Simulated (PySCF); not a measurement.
Calculation: B3LYP-D3(BJ)/def2-TZVP // BP86-D3(BJ)/def2-SVP (PySCF). All species are isolated molecules in the gas phase. One relaxed conformer stands for a flexible species; it need not be the lowest. B3LYP has the VWN-RPA correlation part, as in Gaussian. 

Reference species: [Ti(F)4] (neutral, multiplicity 1).

```json
{
 "coordination_number": "4",
 "HOMO–LUMO gap": "8.68 eV"
}
```

Changed species: [Ti(F)(OH)3] (3 of 4 F replaced by OH; the reference has 0 of 4 F replaced by OH).

### Question
Predict the effect on the coordination number and HOMO–LUMO gap.

### Answer
the coordination number stays essentially unchanged; the HOMO–LUMO gap drops by 1.27 eV, to 7.41 eV.
